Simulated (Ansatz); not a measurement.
Consider the ligand exchange at the Si–N bond: `CN[SiH2]CN` + `[NH2][AlH2]` → `NC[SiH2][NH][AlH2]` + CH₃NH₂.

Program: Ansatz. Geometries: PBE0-D4/def2-TZVP. ΔE: electronic, gas phase. CBS: MP2 limit from def2 TZ/QZ plus the TZ coupled-cluster correction, frozen cores. This one scheme is used for every species. Functionals use def2-TZVPP. One conformer a species, not always the lowest.

`CN[SiH2]CN`:

```xyz
15

C    -0.130   -1.295   -1.606
N     0.172    0.098   -1.349
Si   -0.623    1.057   -0.162
C     0.188    0.872    1.527
N     0.469   -0.546    1.742
H    -0.842   -1.435   -2.430
H     0.775   -1.865   -1.841
H    -0.570   -1.745   -0.713
H     0.604    0.571   -2.125
H    -2.051    0.647   -0.035
H    -0.538    2.476   -0.610
H    -0.533    1.212    2.280
H     1.067    1.531    1.612
H     0.874   -0.709    2.655
H     1.140   -0.868    1.055
```

`[NH2][AlH2]`:

Z-matrix (Å, degrees):
```
N
Al 1 1.766
H 1 1.007 2 124.9
H 1 1.007 2 124.9 3 180.0
H 2 1.583 1 117.9 3 -180.0
H 2 1.583 1 117.9 3 0.0
```

`NC[SiH2][NH][AlH2]`:

Z-matrix (Å, degrees):
```
C
Si 1 1.883
N 1 1.458 2 109.2
H 1 1.102 2 109.8 3 127.1
H 1 1.096 2 107.5 3 -117.8
N 2 1.731 1 113.1 3 -173.5
H 2 1.491 1 108.1 3 -55.3
H 2 1.489 1 108.5 3 63.0
H 3 1.012 1 111.7 2 -176.3
H 3 1.012 1 110.9 2 64.2
Al 6 1.781 2 129.3 1 107.5
H 6 1.012 2 114.5 1 -73.8
H 11 1.581 6 118.1 2 -1.5
H 11 1.584 6 117.7 2 179.0
```

CH₃NH₂:

Cartesian coordinates in Å:
```
C 0.264 0.488 -0.125
N -0.122 -0.838 0.326
H -0.524 1.058 -0.639
H 1.113 0.405 -0.806
H 0.598 1.079 0.731
H -0.426 -1.407 -0.454
H -0.903 -0.784 0.968
```

| level | ΔE (kJ/mol) |
| --- | --- |
| r2SCAN-D4 | -5.2 |
| PBE0-D4 | -5.8 |
| ωB97M-V | -4.4 |
| r2SCAN | -5.7 |

Question: What does CCSD(T)/CBS give? (An estimate is asked.)

Answer: The calculation gave: -6.8 kJ/mol. The listed levels differ from it by 1.6, 1.0, 2.4, 1.1 kJ/mol.

Largest T1 diagnostic among the species: 0.011.

In def2-TZVPP, CCSD(T) changes the Hartree–Fock value by +3.3 kJ/mol (the triples alone add +0.1 kJ/mol) and MP2 by +4.5 kJ/mol.
